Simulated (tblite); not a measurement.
A tight-binding relaxation on `C[CH2][GeH2][CH2]/C=C(\F)C#N`.

Computed with GFN2-xTB geometry optimisation, gas phase (tblite 0.8.0). Start geometry: from a force field or distance geometry. The command runs a driver script over a list of jobs; the input below is this job's line of settings and its coordinates in Å.

Command:
```bash
OMP_NUM_THREADS=1 python probes_run.py task.json out
```

Input:
```
{"job": {"kind": "relax", "xc": "GFN2-xTB", "basis": "xTB"}, "charge": 0, "multiplicity": 1}
C     -2.494800     0.168600     0.460500
C     -1.548900     0.916600    -0.468200
Ge    -0.380800    -0.348200    -1.399800
C      0.657600    -1.372200    -0.132400
C      1.365800    -0.474100     0.843100
C      2.417900     0.260000     0.470100
F      2.901500     0.214200    -0.800100
C      3.083200     1.118300     1.432400
N      3.608300     1.797000     2.197800
H     -3.135200    -0.533500    -0.120900
H     -3.169500     0.899300     0.970100
H     -1.941400    -0.396900     1.233500
H     -2.125400     1.501900    -1.192900
H     -0.909300     1.603900     0.135200
H     -1.261300    -1.297900    -2.251100
H      0.558500     0.447400    -2.324000
H     -0.034300    -2.034400     0.443100
H      1.385500    -2.026700    -0.663600
H      1.012700    -0.434200     1.866300
```

Q: Give the output.

A: 
```
step      E/eV     max force
  0    -746.48360    1.795
  1    -746.62429    0.712
  2    -746.65922    1.282
  3    -746.65058    2.226
  4    -746.67428    0.242
  5    -746.67781    0.162
  6    -746.68302    0.340
  7    -746.68644    0.167
  8    -746.68965    0.160
  9    -746.69294    0.194
... (30 lines left out)
 40    -746.70387    0.015
 41    -746.70389    0.016
 42    -746.70393    0.017
 43    -746.70397    0.020
 44    -746.70404    0.022
 45    -746.70410    0.020
 46    -746.70415    0.012
 47    -746.70417    0.011
 48    -746.70420    0.012
 49    -746.70422    0.009
```

«max force» is the largest atomic force in eV/Å.

Q: From which step on does the largest force stay under 0.1 eV/Å, and how much energy is left to gain from there?

A: From step 11 (0.088 eV/Å), 7.9 meV above the end.

In short: energy lowered by 5.1 kcal/mol over 49 steps; largest atomic force 0.009 eV/Å at the end.

Q: Estimate the wall time. Hardware: Intel Xeon at 2.50 GHz, one thread (shared host).

A: About 1.2 s.
Labels such as C1 count atoms from 1, the log's own numbers from 0.
